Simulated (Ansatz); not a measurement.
(1) Predict a relaxed structure of `Cc1csc(-c2sc(-c3sc(-c4sc(-c5sc(-c6sc(-c7sc(-c8sccc8C)cc7C)cc6C)cc5C)cc4C)cc3C)cc2C)c1`, charge 0, singlet, at PBE-D4/def2-SVP (Ansatz).

Results:

(1) 
```xyz
82

C    -0.049   11.750    6.928
C     1.300   11.092    6.835
C     2.459   11.590    7.411
S     3.835   10.586    7.109
C     2.874    9.442    6.179
C     3.442    8.260    5.572
S     2.387    7.215    4.636
C     3.686    6.095    4.271
C     3.428    4.922    3.474
S     1.789    4.313    3.340
C     2.271    3.024    2.251
C     1.337    2.085    1.687
S     1.943    0.885    0.558
C     0.351    0.184    0.321
C     0.120   -0.930   -0.560
S    -1.504   -1.589   -0.668
C    -1.024   -2.796   -1.849
C    -1.943   -3.748   -2.413
S    -1.333   -4.892   -3.597
C    -2.905   -5.644   -3.801
C    -3.125   -6.753   -4.692
S    -4.698   -7.534   -4.688
C    -4.230   -8.661   -5.944
C    -5.176   -9.638   -6.437
S    -6.897   -9.315   -6.323
C    -7.293  -10.839   -7.033
C    -6.158  -11.556   -7.356
C    -4.938  -10.890   -7.022
C    -3.578  -11.487   -7.250
C    -2.904   -8.437   -6.312
C    -2.266   -7.372   -5.619
C    -0.844   -6.963   -5.876
C    -3.835   -5.011   -2.972
C    -3.318   -3.949   -2.189
C    -4.157   -3.142   -1.241
C     0.342   -2.664   -2.119
C     0.998   -1.629   -1.410
C     2.462   -1.329   -1.566
C    -0.581    0.874    1.102
C    -0.051    1.939    1.871
C    -0.888    2.803    2.769
C     3.653    3.084    2.043
C     4.318    4.139    2.716
C     5.793    4.394    2.597
C     4.875    6.550    4.844
C     4.755    7.763    5.576
C     5.915    8.413    6.274
C     1.548    9.872    6.137
H    -0.790   11.080    7.412
H    -0.005   12.687    7.515
H    -0.447   11.997    5.921
H     2.575   12.506    8.004
H    -8.343  -11.122   -7.176
H    -6.189  -12.554   -7.816
H    -3.646  -12.585   -7.370
H    -2.892  -11.272   -6.405
H    -3.098  -11.087   -8.169
H    -2.402   -9.006   -7.104
H    -0.764   -5.889   -6.147
H    -0.202   -7.116   -4.983
H    -0.411   -7.555   -6.705
H    -4.892   -5.314   -2.938
H    -5.206   -3.496   -1.246
H    -3.781   -3.209   -0.198
H    -4.162   -2.064   -1.509
H     0.865   -3.317   -2.832
H     2.920   -2.000   -2.318
H     2.637   -0.282   -1.893
H     3.015   -1.462   -0.612
H    -1.649    0.610    1.113
H    -1.946    2.478    2.753
H    -0.859    3.870    2.461
H    -0.537    2.767    3.822
H     4.179    2.371    1.392
H     6.343    4.069    3.506
H     6.009    5.473    2.456
H     6.220    3.840    1.738
H     5.821    6.000    4.774
H     6.838    7.817    6.137
H     5.737    8.516    7.366
H     6.112    9.435    5.886
H     0.764    9.311    5.607
```
 This is one stationary point.

Single mean-field runs in def2-SVP are fitted with def2-universal-jkfit.
